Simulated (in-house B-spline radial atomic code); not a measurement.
Configurations of Bi⁴⁺, with energies counted from [Xe] 4f14 5d10 6s1. All numbers are computed (Dirac-Hartree-Fock, average of configuration; Fermi nucleus of rms radius 5.5211 fm) with a radial B-spline atomic code at the basis-set limit, not measured. Energies include first-order Breit, QED and recoil terms.

Occupations are held fixed; configurations that lie above the ionisation limit could autoionise.

```tsv
configuration	E - E(ref) (eV)	highest orbital	its <r> (bohr)
[Xe] 4f14 5d10 10s1	46.413	10s1/2	13.17
[Xe] 4f14 (5d3/2)4 (5d5/2)5 (5g7/2)1 6s1	59.776	5g7/2	5.433
[Xe] 4f14 (5d3/2)3 (5d5/2)6 6s1 (10g9/2)1	73.08	10g9/2	27.77
[Kr] 4d10 4f14 5s2 (5p1/2)2 (5p3/2)3 5d10 6s1 (7g7/2)1	139.44	7g7/2	12.55
[Kr] 4d10 4f14 5s2 (5p1/2)1 (5p3/2)4 5d10 6s1 (10g9/2)1	167.6	10g9/2	27.77
```

(1) Order these further configurations by energy, lowest first.
A. [Kr] (4d3/2)4 (4d5/2)5 4f14 5s2 5p6 5d10 6s1 (9f5/2)1
B. [Xe] 4f14 (5d3/2)4 (5d5/2)5 6s1 (6f7/2)1
C. [Kr] (4d3/2)3 (4d5/2)6 4f14 5s2 5p6 5d10 6s1 (10g7/2)1
D. [Kr] (4d3/2)3 (4d5/2)6 4f14 5s2 5p6 5d10 6s1 (10f5/2)1
E. [Kr] (4d3/2)3 (4d5/2)6 4f14 5s2 5p6 5d10 6s1 (9g7/2)1

(2) How far above the reference does [Xe] (4f5/2)5 (4f7/2)8 5d10 6s2 lie?

Answers

(1) B (57.982 eV), A (489.71 eV), D (515 eV), E (515.33 eV), C (516.13 eV).

(2) 156.68 eV; its least bound orbital is 6s1/2 with <r> = 1.939 bohr.
